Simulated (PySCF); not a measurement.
TiCl₄, SMILES [Cl][Ti]([Cl])([Cl])[Cl], multiplicity 1. Heavy atoms are numbered as in [Ti:1]([Cl:2])([Cl:3])([Cl:4])[Cl:5].

Coordinates come from a PBE0-D3(BJ)/def2-SVP optimisation. The multiplicity is an assumed one; no other spin state was optimised. The isomer is the one that the SMILES or the coordinates give; other isomers of the formula were not compared.

All values below come from PBE/def2-TZVP run with PySCF.

ESP charges are fitted to the potential on shells at 1.4 to 2.0 van der Waals radii. Atomic charges (e), one atom of each kind:

```tsv
atom	IAO	ESP fit	Löwdin
Ti1	1.01	?	-0.94
Cl2	-0.25	?	0.23
```

Q: Some entries are withheld; supply them. (An estimate is asked for; the answer gives what the named calculation found.)

A: 
- Ti1, ESP fit: 0.15
- Cl2, ESP fit: -0.04
